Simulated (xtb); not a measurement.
F₄Te, charge +1, doublet, geometry from GFN2-xTB (a state made from the parent by changing its charge; the spin is typed, not shown lowest); GFN2-xTB with ALPB(water) run with xtb.

The xtb input:
```
$ xtb mol.xyz --gfn 2 --chrg 1 --uhf 1 --alpb water --json

# file mol.xyz
5

Te    -0.01061858     0.00295013     0.28505227
F      1.14851292     1.60409032     0.11390780
F      1.18532124    -0.83746182    -0.85961877
F     -1.15503896    -1.60227721     0.06128147
F     -1.11744340     0.81860351    -0.96253919
```

Problem. Predict the main parts of the log of this xtb run.

Solution. 
```
   ID    Z sym.   atoms
    1   52 Te     1
    2    9 F      2-5

           -------------------------------------------------
          |                Calculation Setup                |
           -------------------------------------------------

           -------------------------------------------------
          |                 G F N 2 - x T B                 |
           -------------------------------------------------

      * Solvation model:               ALPB
        Solvent                        water
        Parameter file                 internal GFN2-xTB/ALPB
        Dielectric constant                8.0200E+01
        Reference state                gsolv [1 M gas/solution]
        Free energy shift                  1.0808E-03 Eh       6.7819E-01 kcal/mol
        Temperature                        2.9815E+02 K
        Density                            1.0000E+00 kg/L
        Solvent mass                       1.8000E+01 g/mol
        Interaction kernel             P16
        Born radius scaling (c1)           1.4744E+00
        Born radii integrator          GBOBC
        Born offset                        0.0000E+00 a0       0.0000E+00 AA
        H-bond correction              true
        Ion screening                  false
        Surface tension                    1.0000E-05 Eh       1.5569E+01 dyn/cm
        Grid points                               230 per atom

          ...................................................
          :                      SETUP                      :
          :.................................................:
          :  # basis functions                  26          :
          :  # atomic orbitals                  25          :
          :  # shells                           11          :
          :  # electrons                        33          :
          :  max. iterations                   250          :
          :  Hamiltonian                  GFN2-xTB          :
          :  restarted?                      false          :
          :  GBSA solvation                   true          :
          :  PC potential                    false          :
          :  electronic temp.          300.0000000     K    :
          :  accuracy                    1.0000000          :
          :  -> integral cutoff          0.2500000E+02      :
          :  -> integral neglect         0.1000000E-07      :
          :  -> SCF convergence          0.1000000E-05 Eh   :
          :  -> wf. convergence          0.1000000E-03 e    :
          :  Broyden damping             0.4000000          :
          :  net charge                          1          :
          :  unpaired electrons                  1          :
          ...................................................

 iter      E             dE          RMSdq      gap      omega  full diag
   1    -16.9319559 -0.169320E+02  0.201E+01    2.23       0.0  T
   2    -15.3890150  0.154294E+01  0.227E+01   11.61       1.0  T
   3    -20.7552247 -0.536621E+01  0.106E+01    7.20       1.0  T
   4    -21.3062555 -0.551031E+00  0.820E+00    5.95       1.0  T
   5    -21.2775090  0.287465E-01  0.505E+00    6.25       1.0  T
   6    -21.4982564 -0.220747E+00  0.206E+00    5.38       1.0  T
   7    -21.5213747 -0.231183E-01  0.826E-01    5.15       1.0  T
   8    -21.5268732 -0.549852E-02  0.153E-01    4.96       1.0  T
   9    -21.5269101 -0.368596E-04  0.119E-01    4.97       1.0  T
  10    -21.5270612 -0.151115E-03  0.230E-02    4.99       1.9  T
  11    -21.5270619 -0.703595E-06  0.831E-03    4.99       5.4  T
  12    -21.5270621 -0.236953E-06  0.647E-03    4.99       6.9  T
  13    -21.5270625 -0.346690E-06  0.247E-03    4.99      18.1  T
  14    -21.5270625 -0.593610E-07  0.313E-04    4.99     142.8  T
  15    -21.5270625 -0.327159E-09  0.942E-05    4.99     474.9  T

   *** convergence criteria satisfied after 15 iterations ***

         :::::::::::::::::::::::::::::::::::::::::::::::::::::
[...]
         :: total energy             -21.517788567850 Eh    ::
[...]
         5        2.0000           -0.8917280             -24.2652
         6        2.0000           -0.7183305             -19.5468
         7        2.0000           -0.7141080             -19.4319
         8        2.0000           -0.7112143             -19.3531
         9        2.0000           -0.6728660             -18.3096
        10        2.0000           -0.6677883             -18.1714
        11        2.0000           -0.6603859             -17.9700
        12        2.0000           -0.6537767             -17.7902
        13        2.0000           -0.6499768             -17.6868
        14        2.0000           -0.6499654             -17.6865
        15        2.0000           -0.6498162             -17.6824
        16        2.0000           -0.6495956             -17.6764
        17        1.0000           -0.6196297             -16.8610 (HOMO)
        18                         -0.4361777             -11.8690 (LUMO)
        19                         -0.2974275              -8.0934
        20                         -0.2878057              -7.8316
        21                         -0.1395770              -3.7981
        22                         -0.1137064              -3.0941
        23                         -0.0516525              -1.4055
        24                          0.5487215              14.9315
        25                          0.8588818              23.3714
      -------------------------------------------------------------
                  HL-Gap            0.1834519 Eh            4.9920 eV
             Fermi-level           -0.5809855 Eh          -15.8094 eV

     #   Z          covCN         q      C6AA      α(0)
     1  52 Te       2.892     0.510   382.990    36.170
     2   9 F        0.719     0.136     8.292     3.400
     3   9 F        0.727     0.109     8.495     3.442
     4   9 F        0.719     0.136     8.292     3.400
     5   9 F        0.727     0.109     8.495     3.442

 Mol. C6AA /au·bohr⁶  :        935.680679
 Mol. C8AA /au·bohr⁸  :      58611.810718
 Mol. α(0) /au        :         49.854392

Wiberg/Mayer (AO) data.
largest (>0.10) Wiberg bond orders for each atom

 ---------------------------------------------------------------------------
     #   Z sym  total        # sym  WBO       # sym  WBO       # sym  WBO
 ---------------------------------------------------------------------------
     1  52 Te   4.861 --     3 F    1.349     5 F    1.349     4 F    1.081
                             2 F    1.081
     2   9 F    1.499 --     1 Te   1.081     4 F    0.205     3 F    0.106
                             5 F    0.106
     3   9 F    1.633 --     1 Te   1.349     4 F    0.106     2 F    0.106
     4   9 F    1.500 --     1 Te   1.081     2 F    0.205     3 F    0.106
                             5 F    0.106
     5   9 F    1.633 --     1 Te   1.349     4 F    0.106     2 F    0.106
 ---------------------------------------------------------------------------

Topologies differ in total number of bonds
Writing topology from bond orders to xtbtopo.mol

molecular dipole:
                 x           y           z       tot (Debye)
 q only:        0.002      -0.001      -0.055
   full:       -0.027       0.007       0.727       1.849
molecular quadrupole (traceless):
                xx          xy          yy          xz          yz          zz
 q only:        0.404       1.578       1.467       0.068       0.024      -1.871
  q+dip:       -0.349       1.113       0.399      -0.023       0.037      -0.050
   full:       -0.509      -0.045      -0.540      -0.058       0.015       1.049

           -------------------------------------------------
          | TOTAL ENERGY              -21.517788567850 Eh   |
          | GRADIENT NORM               0.004147219840 Eh/α |
          | HOMO-LUMO GAP               4.991980735346 eV   |
           -------------------------------------------------

normal termination of xtb
```
